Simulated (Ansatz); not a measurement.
Basis-set series for `CS[S][GaH][F]`. Total charge 0; spin multiplicity 1. The structure was optimised at the PBE0-D4/def2-TZVP level. It is one conformer, not always the lowest.

```csv
functional,basis,functions,energy (Eh),HOMO (eV),LUMO (eV)
PBE0-D4,def2-TZVPP,250,-2861.09281,-6.64,-1.43
PBE0-D4,def2-QZVPP,463,-2861.16898,-6.67,-1.49
ωB97M-V,def2-TZVPP,250,-2861.56419,-8.75,0.31
ωB97M-V,def2-QZVPP,463,-2861.63740,-8.78,0.13
```

**Question.** Give the rows for def2-SVP. (Estimate.)

**Answer.** Computed: 
```tsv
functional	basis	functions	energy (Eh)	HOMO (eV)	LUMO (eV)
PBE0-D4	def2-SVP	116	-2860.39303	-6.60	-1.32
ωB97M-V	def2-SVP	116	-2860.86267	-8.68	0.48
```

Positive LUMOs are unbound and depend on the basis. Scalar relativity is left out up to krypton.
